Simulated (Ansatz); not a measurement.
Total energies of `C[CH](C)[Ge][OH]`.

```xyz
13

C     0.848   -0.820   -0.220
C    -0.450   -0.053   -0.386
C    -1.366   -0.211    0.826
Ge   -0.283    1.932   -0.761
O     1.492    2.134   -0.659
H     1.491   -0.749   -1.104
H     1.420   -0.460    0.643
H     0.668   -1.887   -0.045
H    -0.985   -0.439   -1.266
H    -2.308    0.334    0.708
H    -0.888    0.160    1.739
H    -1.619   -1.262    1.003
H     1.978    1.322   -0.478
```

Charge 0, multiplicity 1. Correlated methods include outer-core shells of Ge, which these sets cover unevenly. Scalar relativity is left out up to krypton. The structure was optimised at the PBE0-D4/def2-TZVP level. It is one conformer, not always the lowest. Basis def2-TZVPP, Ansatz 0.2.0.

RPA on PBE orbitals: Hartree–Fock energy of these orbitals -2268.50353 Eh, correlation -1.62828 Eh (frozen core).

```
             functional  energy without D4 (Eh)  D4 term (kJ/mol)
            LDA (SPW92)             -2266.62298                 –
                    PBE             -2270.88753             -28.1
                 revPBE             -2271.22825             -87.7
                   BLYP             -2271.42744             -62.1
                 B97M-V             -2271.03949                 –
                   PBE0             -2270.95841             -23.8
                r2SCAN0             -2271.28468              -8.1
HSE06 (plane-wave form)             -2270.94803             -22.1
                LC-ωPBE             -2271.05367                 –
                ωB97X-V             -2271.19942                 –
```

Q: Give the same for r2SCAN, B3LYP, r2SCANh, BHLYP, CAM-B3LYP, ωB97M-V, B2PLYP, PBE-QIDH. (Estimate.)

A: The calculation gave: 
```
functional  energy without D4 (Eh)  D4 term (kJ/mol)
    r2SCAN             -2271.32685              -6.9
     B3LYP             -2271.50594             -45.3
   r2SCANh             -2271.30932              -7.4
     BHLYP             -2271.31285             -34.1
 CAM-B3LYP             -2271.47626             -24.0
   ωB97M-V             -2271.24382                 –
    B2PLYP             -2270.91942                 –
  PBE-QIDH             -2270.60310                 –
```

B3LYP takes the VWN-RPA correlation (the form of Gaussian; ORCA's B3LYP/G). HSE06 is the plane-wave form, built on full-range PBE exchange. The double hybrids freeze the cores in their second-order part.

LC-ωPBE has ω = 0.4 bohr⁻¹.
